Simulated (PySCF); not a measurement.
1,3-thiazol-4-ylsilane (C3H5NSSi), SMILES [SiH3]c1cscn1. Atoms are numbered in the order given.

```xyz
11

Si     0.0843    -2.3944     0.0000
C     -0.0175    -0.5170     0.0000
C      1.0473     0.3601     0.0000
S      0.4909     1.9933     0.0000
C     -1.1473     1.3924     0.0000
N     -1.2594     0.0976     0.0000
H      1.5213    -2.7837     0.0000
H     -0.5774    -2.9503    -1.2101
H     -0.5774    -2.9503     1.2101
H      2.1120     0.1318     0.0000
H     -1.9914     2.0852     0.0000
```

Geometry: TPSSh-D3(BJ)/def2-SVP.

Computed with B3LYP/def2-TZVP run with PySCF.

Symmetry labels are those of the subgroup Cs that the program uses (full group Cs).

Task: List the valence orbital energies around the gap with their symmetry. (An estimate is asked for; the answer gives what the named calculation found.)

Result: 
```csv
orbital,symmetry,energy (eV)
HOMO−7,A',-11.52
HOMO−6,A',-11.28
HOMO−5,A",-9.59
HOMO−4,A',-9.53
HOMO−3,A',-9.27
HOMO−2,A",-8.11
HOMO−1,A',-7.79
HOMO,A",-7.17
LUMO,A",-1.26
LUMO+1,A",-0.03
LUMO+2,A',0.01
LUMO+3,A',0.61
```
